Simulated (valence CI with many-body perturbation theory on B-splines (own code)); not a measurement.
E1 transitions of Ca VIII

Calculated by valence CI with perturbative core correlation (CI+MBPT): three valence electrons over a frozen Dirac-Fock core [Ne], a basis of 11 s, 11 p, 9 d, 7 f, 5 g, 2 h, 1 i functions for each j, with the one-electron correlation potential Σ1, the two-electron term Σ2, the three-electron term Σ3, Breit, model QED; selected CI, second order for the rest, scaled by the run's own slope (own B-spline code, finite nucleus).

No measured spectrum was set against this ion. As an estimate, levels hold to about 100 cm⁻¹ or 0.05 % of their energy and the worst to 300 or 400 cm⁻¹, as in measured light ions of charge 2 to 7.

Lines 201 to 250 of 274 in falling wavelength, among levels below 644670 cm⁻¹, chosen from the strongest by gf and those to the six lowest levels. Wavelengths and rates use the calculated energies, so an error of 200 cm⁻¹ moves a line at 353.1 Å by 0.071 % and its rate by three times that or more. Electric multipoles are in the length gauge, E1 and E2 with the static RPA response of the core. Weak lines are less certain than strong ones. Lines between different terms over intervals too small for the method are left out, as are lines whose strength nearly cancels.

Letters in brackets count levels of one name in rising energy.

```
λ vac (Å)               Upper          Lower   A (s⁻¹)  S (a.u.) with core polarisation  S without
    353.1      3s3p3d ⁴D°_3/2   3s3p² ⁴P_1/2  2.76e+09                         2.40e-01   2.48e-01
    350.5  3s3p3d ²P°_1/2 [b]   3s3p² ²S_1/2  4.72e+09                         2.01e-01   2.08e-01
    350.2  3s3p3d ²P°_3/2 [b]   3s3p² ²S_1/2  2.45e+09                         2.08e-01   2.14e-01
    345.0  3s3p3d ²D°_5/2 [a]   3s3p² ⁴P_5/2  3.93e+05                         4.77e-05   5.19e-05
    345.0  3s3p3d ²D°_3/2 [a]   3s3p² ⁴P_5/2  5.41e+04                         4.39e-06   4.75e-06
    342.2  3s3p3d ²D°_5/2 [a]   3s3p² ⁴P_3/2  1.01e+08                         1.20e-02   1.24e-02
    342.2  3s3p3d ²D°_3/2 [a]   3s3p² ⁴P_3/2  2.24e+07                         1.77e-03   1.85e-03
    340.3  3s3p3d ²D°_3/2 [a]   3s3p² ⁴P_1/2  4.60e+07                         3.58e-03   3.71e-03
    322.2  3s3p3d ²F°_5/2 [a]   3s3p² ⁴P_5/2  2.73e+06                         2.70e-04   2.81e-04
    320.0  3s3p3d ²P°_3/2 [a]   3s3p² ²D_3/2  3.31e+06                         2.14e-04   2.32e-04
    319.8  3s3p3d ²F°_5/2 [a]   3s3p² ⁴P_3/2  5.71e+06                         5.53e-04   5.74e-04
    318.7  3s3p3d ²F°_7/2 [a]   3s3p² ⁴P_5/2  3.61e+07                         4.61e-03   4.78e-03
    318.6  3s3p3d ²P°_1/2 [a]   3s3p² ²D_3/2  7.08e+07                         2.26e-03   2.42e-03
    318.0  3s3p3d ²F°_7/2 [b]   3s3p² ²D_5/2  1.89e+10                         2.41e+00   2.48e+00
    317.1  3s3p3d ²F°_5/2 [b]   3s3p² ²D_5/2  1.17e+09                         1.10e-01   1.14e-01
    316.9  3s3p3d ²F°_5/2 [b]   3s3p² ²D_3/2  1.77e+10                         1.67e+00   1.72e+00
    303.1       3s²4p ²P°_1/2   3s²3d ²D_3/2  5.38e+09                         1.48e-01   1.43e-01
    302.6  3s3p3d ²P°_1/2 [b]   3s3p² ²D_3/2  1.17e+08                         3.20e-03   3.34e-03
    302.4  3s3p3d ²P°_3/2 [b]   3s3p² ²D_3/2  2.36e+07                         1.29e-03   1.34e-03
    302.0       3s²4p ²P°_3/2   3s²3d ²D_5/2  4.74e+09                         2.58e-01   2.50e-01
    298.8  3s3p3d ²D°_3/2 [b]   3s3p² ²D_3/2  3.60e+07                         1.89e-03   1.96e-03
    298.3  3s3p3d ²D°_5/2 [b]   3s3p² ²D_3/2  3.64e+05                         2.86e-05   3.10e-05
    285.4  3s3p3d ²P°_3/2 [a]   3s3p² ⁴P_5/2  6.10e+05                         2.80e-05   2.88e-05
    283.6  3s3p3d ²F°_7/2 [b]   3s3p² ⁴P_5/2  2.91e+07                         2.63e-03   2.71e-03
    283.5  3s3p3d ²P°_3/2 [a]   3s3p² ⁴P_3/2  1.32e+06                         5.95e-05   6.18e-05
    282.9  3s3p3d ²F°_5/2 [b]   3s3p² ⁴P_5/2  1.67e+06                         1.12e-04   1.15e-04
    282.4  3s3p3d ²P°_1/2 [a]   3s3p² ⁴P_3/2  1.45e+06                         3.22e-05   3.33e-05
    282.2  3s3p3d ²P°_3/2 [a]   3s3p² ⁴P_1/2  2.77e+07                         1.23e-03   1.28e-03
    281.1  3s3p3d ²P°_1/2 [a]   3s3p² ⁴P_1/2  1.50e+07                         3.29e-04   3.41e-04
    281.1  3s3p3d ²F°_5/2 [b]   3s3p² ⁴P_3/2  3.49e+06                         2.29e-04   2.37e-04
    271.3  3s3p3d ²P°_3/2 [b]   3s3p² ⁴P_5/2  6.75e+05                         2.66e-05   2.77e-05
    269.8  3s3p3d ²P°_1/2 [b]   3s3p² ⁴P_3/2  4.47e+04                         8.65e-07   9.02e-07
    269.6  3s3p3d ²P°_3/2 [b]   3s3p² ⁴P_3/2  3.81e+05                         1.48e-05   1.53e-05
    268.6  3s3p3d ²P°_1/2 [b]   3s3p² ⁴P_1/2  6.40e+04                         1.22e-06   1.30e-06
    268.5  3s3p3d ²D°_3/2 [b]   3s3p² ⁴P_5/2  4.79e+05                         1.83e-05   1.90e-05
    268.0  3s3p3d ²D°_5/2 [b]   3s3p² ⁴P_5/2  2.91e+06                         1.66e-04   1.73e-04
    266.8  3s3p3d ²D°_3/2 [b]   3s3p² ⁴P_3/2  1.75e+06                         6.56e-05   6.82e-05
    266.3  3s3p3d ²D°_5/2 [b]   3s3p² ⁴P_3/2  2.47e+06                         1.38e-04   1.43e-04
    265.6  3s3p3d ²D°_3/2 [b]   3s3p² ⁴P_1/2  4.93e+05                         1.82e-05   1.89e-05
    226.9       3s²4p ²P°_1/2   3s3p² ²D_3/2  5.24e+09                         6.04e-02   5.87e-02
    226.3       3s²4p ²P°_3/2   3s3p² ²D_5/2  4.71e+09                         1.08e-01   1.05e-01
    226.2       3s²4p ²P°_3/2   3s3p² ²D_3/2  5.20e+08                         1.19e-02   1.15e-02
    208.3       3s²4p ²P°_3/2   3s3p² ⁴P_5/2  1.36e+07                         2.42e-04   2.35e-04
    207.9       3s²4p ²P°_1/2   3s3p² ⁴P_3/2  2.79e+06                         2.48e-05   2.40e-05
    207.3       3s²4p ²P°_1/2   3s3p² ⁴P_1/2  3.06e+05                         2.69e-06   2.73e-06
    206.6       3s²4p ²P°_3/2   3s3p² ⁴P_1/2  7.77e+05                         1.35e-05   1.36e-05
    184.1        3s²4s ²S_1/2  3s²3p ²P°_3/2  3.26e+10                         2.01e-01   1.94e-01
    182.7        3s²4s ²S_1/2  3s²3p ²P°_1/2  1.60e+10                         9.65e-02   9.32e-02
    178.3        3p²3d ²F_5/2  3s²3p ²P°_3/2  2.52e+04                         4.23e-07   4.52e-07
    175.9        3p²3d ⁴F_3/2  3s²3p ²P°_3/2  3.18e+04                         3.42e-07   3.57e-07
```
